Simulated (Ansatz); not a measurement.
`[F][GeH2][O][SiH3]` + `BO` → `B[O][GeH2][F]` + `O[SiH3]` at 400 K and 1 bar (ligand exchange at a Ge–O bond).

Calculated with Ansatz (gas phase, PBE0-D4/def2-TZVP geometries, no zero-point term in ΔE). CCSD(T)/CBS adds triple-zeta CCSD(T) − MP2 to the extrapolated MP2 energy (def2 sets, frozen cores). This one scheme is used for every species. For Ge outer-core shells are correlated without core-valence functions, which leaves a few kJ/mol of doubt a bond. Scalar relativity is left out up to krypton. Each species was taken in one conformer, which may not be the lowest.

| species | CCSD(T)/CBS energy (Eh) | H − E (kJ/mol) | S (J/(mol·K)) |
| --- | --- | --- | --- |
| `[F][GeH2][O][SiH3]` | -2543.25592 | 157.7 | 392.5 |
| `BO` | -101.80414 | 108.2 | 244.0 |
| `B[O][GeH2][F]` | -2278.36226 | 143.2 | 355.6 |
| `O[SiH3]` | -366.69042 | 120.0 | 276.4 |

H − E and S are ideal-gas, rigid-rotor, harmonic terms from PBE0-D4/def2-TZVP, for one conformer and one mirror image of each species. 1 Eh = 2625.50 kJ/mol, R = 8.31446 J/(mol·K).

By hand: ΔE, ΔH, ΔS and ΔG.

ΔE = (-2278.36226) + (-366.69042) − (-2543.25592) − (-101.80414) = 0.00738 Eh = 19.4 kJ/mol. Δ(H − E) = 143.2 + 120.0 − 157.7 − 108.2 = -2.7, so ΔH = 16.7 kJ/mol. ΔS = 355.6 + 276.4 − 392.5 − 244.0 = -4.5 J/(mol·K). ΔG = 16.7 − 400 × (-4.5)/1000 = 18.5 kJ/mol.

By hand: the equilibrium constant, and the temperature at which ΔG would vanish if ΔH and ΔS stayed fixed.

log₁₀ K = −ΔG/(RT ln 10) = -2.4. ΔH and −TΔS have one sign here, so there is no such temperature.

The number of gas molecules stays the same, so ΔS is small and ΔH decides. A doubt of 5 kJ/mol in ΔE shifts log₁₀ K by 0.7 here. Other conformers and mirror images would add mixing entropy, several J/(mol·K) or more a flexible species. Modes under 60 cm⁻¹, often nearly free rotors, make the harmonic entropy too high. These are equilibria of isolated gas molecules and say nothing of rates. Largest T1 diagnostic: 0.014 (customary marks: 0.02 for closed shells, 0.045 for open ones).

ΔS is within the doubt of such terms, so its sign, and with it that verdict, could turn.
